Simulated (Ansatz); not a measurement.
Geometry optimisation, RHF/def2-SVP (Ansatz 0.2.0).

Input file:

```yaml
crystal:
  periodic: [false, false, false]
  atoms:
    - { symbol: Ta, position_ang: [0.0, 0.0, 0.0] }
    - { symbol: Cl, position_ang: [2.82, 0.0, 0.0] }
    - { symbol: F, position_ang: [0.0, 0.0, 1.93] }
    - { symbol: F, position_ang: [0.0, 0.0, -1.93] }
    - { symbol: Cl, position_ang: [-1.235, 2.139, 0.0] }
    - { symbol: "N", position_ang: [-1.08, -1.8706, 0.0] }
    - { symbol: H, position_ang: [-1.8056, -2.0636, 0.7482] }
    - { symbol: H, position_ang: [-0.8844, -2.5955, -0.7482] }
    - { symbol: P, position_ang: [0.8892, 2.3817, -1.2203] }
    - { symbol: H, position_ang: [2.0243, 2.1055, -2.0276] }
    - { symbol: H, position_ang: [-0.1481, 2.9153, -2.03] }
    - { symbol: H, position_ang: [2.2402, 1.3996, -0.7171] }
basis:
  gaussian: { orbitals: def2-SVP }
hamiltonian:
  xc: hf
relax:
  f_tol: 0.15
  max_steps: 25
  restrain:
    - { distance: [0, 8], at: 3.72, k: 30.0 }
    - { distance: [11, 1], at: 2.57, k: 30.0 }
    - { distance: [0, 1], at: 2.47, k: 30.0 }
    - { distance: [11, 8], at: 1.42, k: 30.0 }
```

Command:

```bash
$ ansatz run input.yaml --threads 4 --pin off --max-ram 5120MiB --backend cpu --events-out ev --progress --plain --runs-dir out
```

**Question.** Where does it end, and by what steps?

**Answer.** The run converged. The restraints hold the end off the free minimum; the threshold counts their pulls, which the force column leaves out. Restrained pairs: Ta1–P9 (2.82 → 3.73 Å), Cl2–H12 (1.68 → 2.58 Å), Ta1–Cl2 (2.82 → 2.43 Å), P9–H12 (1.74 → 1.42 Å). After 15 steps the energy has fallen by 7.767 eV (the restraints' own energy left out); H10 moved furthest, 1.04 Å.

| step | energy less start (eV) | largest force component (eV/Å) | accepted |
| --- | --- | --- | --- |
| 0 | 0.0000 | 2.454 | yes |
| 1 | -0.5973 | 3.274 | yes |
| 2 | -2.4167 | 3.661 | yes |
| 3 | -4.4396 | 2.756 | yes |
| 4 | -6.6493 | 1.660 | yes |
| 5 | -7.4293 | 1.276 | yes |
| 6 | -7.6156 | 1.124 | yes |
| 7 | -7.6953 | 1.001 | yes |
| 8 | -7.7319 | 0.990 | yes |
| 9 | -7.7418 | 1.007 | yes |
| 10 | -7.7451 | 1.052 | yes |
| 11 | -7.7489 | 1.016 | yes |
| 12 | -7.7603 | 1.033 | yes |
| 13 | -7.7616 | 1.052 | yes |
| 14 | -7.7654 | 1.054 | yes |
| 15 | -7.7675 | 1.040 | yes |

```xyz
12
Properties=species:S:1:pos:R:3
Ta -0.104 -0.182 -0.111
Cl 2.278 -0.592 -0.382
F 0.180 0.023 1.736
F -0.349 -0.401 -1.962
Cl -1.601 1.616 -0.086
N -1.042 -1.819 0.221
H -1.199 -2.194 1.141
H -1.424 -2.400 -0.507
P 1.329 3.062 -1.277
H 2.582 2.982 -1.925
H 0.610 2.436 -2.316
H 1.560 1.880 -0.528
```

Run time: 53 s on 4 threads of Arm Neoverse V1, with other jobs on the host, peak memory 0.48 GiB.
